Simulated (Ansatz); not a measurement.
Cost and result for the atomization energy of `Cl[B]1[NH][GaH]1` (6 atoms, 6 bonds).

```xyz
6

Cl    1.184    2.359    0.165
B     0.417    0.794    0.163
N    -0.152   -0.041   -0.763
Ga   -0.265   -0.890    0.984
H    -0.275    0.063   -1.764
H    -0.908   -2.284    1.215
```

Total charge 0; spin multiplicity 1. Correlated methods include outer-core shells of Ga, which these sets cover unevenly. Scalar relativity is left out up to krypton. The geometry is a stationary point of PBE0-D4/def2-TZVP. Program: Ansatz. All runs use 2 threads of an Arm Neoverse V1 on a shared host. Times are those of one run each, without the atoms' runs, and a repeat can differ threefold. Electronic energies, without spin–orbit coupling; frozen cores. CCSD(T)/CBS adds CCSD(T) − MP2 in def2-TZVPP to the MP2 limit, and its time is that of the two runs behind it. T1 = 0.014. With those shells the extrapolation isn't a true limit. B3LYP takes the VWN-RPA correlation (the form of Gaussian; ORCA's B3LYP/G).

CCSD(T)/CBS is a level of theory with its own doubt, some kJ/mol a heavy atom from the limit and from the frozen cores, so smaller differences don't rank the functionals.

| level | functions | wall time |
| --- | --- | --- |
| BLYP-D4/def2-TZVPP | 180 | 2.6 s |
| CCSD(T)/def2-SVP | 88 | 4 s |
| PBE0-D4/def2-TZVPP | 180 | 4 s |
| CAM-B3LYP-D4/def2-TZVPP | 180 | 4.3 s |
| B3LYP-D4/def2-TZVPP (with forces) | 180 | 6 s |
| B2PLYP/def2-TZVPP | 180 | 6 s |
| PBE-QIDH/def2-TZVPP | 180 | 6.5 s |
| B97M-V/def2-TZVPP | 180 | 9 s |
| ωB97X-V/def2-TZVPP | 180 | 10 s |
| ωB97M-V/def2-TZVPP (with forces) | 180 | 15 s |
| MP2/def2-QZVPP | 333 | 21 s |
| CCSD(T)/def2-TZVPP | 180 | 69 s |
| CCSD(T)/CBS(def2) | – | 90 s |

**Question.** What atomization energy does each give, and how far from CCSD(T)/CBS? (Best estimate.)

**Answer.** Ansatz gave: 
```csv
level,atomization (kcal/mol),difference from CCSD(T)/CBS,per bond
BLYP-D4/def2-TZVPP,455.6,1.9,0.3
CCSD(T)/def2-SVP,425.0,-28.7,-4.8
PBE0-D4/def2-TZVPP,459.6,5.9,1.0
CAM-B3LYP-D4/def2-TZVPP,454.9,1.2,0.2
B3LYP-D4/def2-TZVPP (with forces),453.0,-0.7,-0.1
B2PLYP/def2-TZVPP,450.0,-3.7,-0.6
PBE-QIDH/def2-TZVPP,455.6,1.9,0.3
B97M-V/def2-TZVPP,462.7,9.0,1.5
ωB97X-V/def2-TZVPP,457.2,3.5,0.6
ωB97M-V/def2-TZVPP (with forces),457.2,3.5,0.6
MP2/def2-QZVPP,465.3,11.6,1.9
CCSD(T)/def2-TZVPP,440.8,-12.9,-2.2
CCSD(T)/CBS(def2),453.7,0.0,0.0
```

From r2SCAN to r2SCAN0 (25 % exact exchange), in def2-TZVPP and without D4, the atomization energy moves by −12.3 kcal/mol: exact exchange takes away binding that semilocal exchange gives to molecules. In def2-TZVPP, CCSD(T) changes the Hartree–Fock value by +136.0 kcal/mol (the triples alone add +11.9 kcal/mol) and MP2 by +152.9 kcal/mol; breaking electron pairs costs correlation energy, which Hartree–Fock lacks. The D4 term adds +5.5 kcal/mol with B3LYP and +2.8 kcal/mol with PBE0; it sums over pairs of atoms, weighted by their polarisabilities, and B3LYP, whose exchange is more repulsive, gets the larger term.
